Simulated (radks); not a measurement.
Question: Calculated with a radial shooting solver on a logarithmic mesh with Libxc functionals: scalar-relativistic Kohn-Sham, LB94 model potential, spin-unpolarised, spherical densities, finite nucleus; Fermi nuclear charge, rms radius of each element as measured or else 0.836 A^(1/3) + 0.57 fm. Response by self-consistent Sternheimer equations with the Hartree and adiabatic LDA kernel, the relativistic mass of each level held fixed and spin-orbit coupling left out. For heavy and open-shell atoms this level of theory can miss by tens of per cent. Rank Ca+, V4+, K, Ti3+, Fe7+, Co8+, Mn6+, Cr5+, Sc2+ (NIST ground configurations) by static dipole polarisability, largest first.

Answer: K 147.6, Ca+ 49.93, Sc2+ 4.276, Ti3+ 2.263, V4+ 1.451, Cr5+ 1.016, Mn6+ 0.7490, Fe7+ 0.5720, Co8+ 0.4483 bohr^3.
